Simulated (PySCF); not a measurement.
**Ionisation energy of Br by level of theory**

Br [Ar] 3d10 4s2 4p5 (2P) → Br⁺ [Ar] 3d10 4s2 4p4 (3P), as a difference of total energies. Computed with PySCF 2.14 in aug-cc-pVDZ-DK (6s5p3d, 36 functions), with scalar relativity by spin-free X2C-1e. Correlated levels: valence: [Ar] 3d10 frozen. The calculations carry no spin-orbit coupling.

```tsv
method	ionisation energy (eV)
UHF	10.783
PBE	11.828
PBE0	11.842
r2SCAN	11.911
wB97X	11.911
wB97M-V	11.813
B2PLYP	11.732
TPSS	11.843
ROHF	10.798
MP2 (valence)	11.437
```

Estimate what LDA gives.

12.109 eV, closest to wB97X among the rows shown.

Estimate what SCS-MP2 (valence) gives.

11.414 eV, closest to MP2 (valence) among the rows shown.

A first-order spin-orbit estimate (lowest level to lowest level, LS coupling) adds -0.021 eV.

Errors of the correlated levels include the incompleteness of this basis and the frozen core.

For comparison: 11.814 eV (measured; NIST Atomic Spectra Database, ionization energies).
